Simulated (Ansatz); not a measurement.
Reaction (formal exchange of groups at a Ge–C bond): `[CH3][GeH2][GeH3]` + `[SiH3][SiH2][SiH2][GeH3]` → `[GeH3][SiH2][SiH2][SiH2][GeH2][GeH3]` + CH₄

Calculated with Ansatz (gas phase, PBE0-D4/def2-TZVP geometries, no zero-point term in ΔE). CCSD(T)/CBS is the MP2 limit (def2-TZVPP, def2-QZVPP) plus CCSD(T) − MP2 in def2-TZVPP, frozen cores. This one scheme is used for every species. Functionals use def2-TZVPP. B3LYP here is the variant with VWN-RPA as its local correlation; programs differ in this. HSE06 is defined as in plane-wave codes. For Ge outer-core shells are correlated without core-valence functions, which leaves a few kJ/mol of doubt a bond. Scalar relativity is left out up to krypton. Each species was taken in one conformer, which may not be the lowest.

```csv
level,ΔE (kJ/mol),difference from CCSD(T)/CBS
LDA (SPW92),-60.6,-5.2
revPBE-D4,-62.5,-7.1
BLYP-D4,-60.0,-4.6
r2SCAN-D4,-57.5,-2.1
B97M-V,-56.5,-1.1
PBE0-D4,-62.3,-6.9
B3LYP-D4,-59.0,-3.6
r2SCANh-D4,-57.7,-2.3
r2SCAN0-D4,-57.8,-2.4
HSE06-D4,-62.3,-6.9
BHLYP-D4,-58.7,-3.3
CAM-B3LYP-D4,-51.7,3.7
ωB97X-V,-51.4,4.0
ωB97M-V,-52.9,2.5
B2PLYP,-44.5,10.9
PBE,-51.1,4.3
revPBE,-44.0,11.4
BLYP,-37.0,18.4
r2SCAN,-53.3,2.1
PBE0,-49.9,5.5
B3LYP,-38.8,16.6
r2SCANh,-52.9,2.5
r2SCAN0,-52.4,3.0
BHLYP,-37.8,17.6
CAM-B3LYP,-37.8,17.6
LC-ωPBE,-44.4,11.0
RPA@PBE/def2-TZVPP,-48.3,7.1
HF/def2-SVP,-31.2,24.2
MP2/def2-SVP,-55.3,0.1
CCSD/def2-SVP,-51.3,4.1
HF/def2-TZVPP,-27.5,27.9
MP2/def2-TZVPP,-54.2,1.2
SCS-MP2/def2-TZVPP,-46.8,8.6
CCSD/def2-TZVPP,-48.4,7.0
HF/def2-QZVPP,-26.0,29.4
MP2/def2-QZVPP,-55.1,0.3
SCS-MP2/def2-QZVPP,-47.2,8.2
HF/CBS(def2),-25.8,29.6
MP2/CBS(def2),-56.7,-1.3
CCSD/CBS(def2),-51.0,4.4
CCSD(T)/CBS,-55.4,0
```

Largest T1 diagnostic among the species: 0.013.

In def2-TZVPP, CCSD(T) changes the Hartree–Fock value by −25.3 kJ/mol (the triples alone add −4.4 kJ/mol) and MP2 by −26.7 kJ/mol. Leaving LDA and LC-ωPBE aside and taking each functional with its dispersion term where it has one, the values, not all of them listed here, spread over 19.3 kJ/mol, from PBE-D4 to B2PLYP. LDA lies −9.5 kJ/mol from PBE without D4. The D4 term adds −20.3 kJ/mol with B3LYP and −12.3 kJ/mol with PBE0; it sums over pairs of atoms, weighted by their polarisabilities, and B3LYP, whose exchange is more repulsive, gets the larger term.
